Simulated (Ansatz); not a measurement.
Basis-set series for `C[Si](C)(Cl)[GeH3]`. Total charge 0; spin multiplicity 1. The geometry is a stationary point of PBE0-D4/def2-TZVP.

```json
{"functional": "PBE0-D4", "basis": "def2-TZVPP", "functions": "320", "energy (Eh)": "-2907.83489", "HOMO (eV)": "-7.69", "LUMO (eV)": "0.27"}
{"functional": "PBE0-D4", "basis": "def2-QZVPP", "functions": "613", "energy (Eh)": "-2907.90785", "HOMO (eV)": "-7.71", "LUMO (eV)": "0.15"}
{"functional": "ωB97M-V", "basis": "def2-TZVPP", "functions": "320", "energy (Eh)": "-2908.23917", "HOMO (eV)": "-9.73", "LUMO (eV)": "2.04"}
{"functional": "ωB97M-V", "basis": "def2-QZVPP", "functions": "613", "energy (Eh)": "-2908.30991", "HOMO (eV)": "-9.75", "LUMO (eV)": "1.47"}
```

**Question.** Give the rows for def2-SVP. (An estimate is asked.)

**Answer.** The calculation gave: 
| functional | basis | functions | energy (Eh) | HOMO (eV) | LUMO (eV) |
| --- | --- | --- | --- | --- | --- |
| PBE0-D4 | def2-SVP | 141 | -2907.22117 | -7.63 | 0.48 |
| ωB97M-V | def2-SVP | 141 | -2907.62034 | -9.64 | 2.38 |

Positive LUMOs are unbound and depend on the basis. Scalar relativity is left out up to krypton.

Results of the Gaussian-basis code of Ansatz.
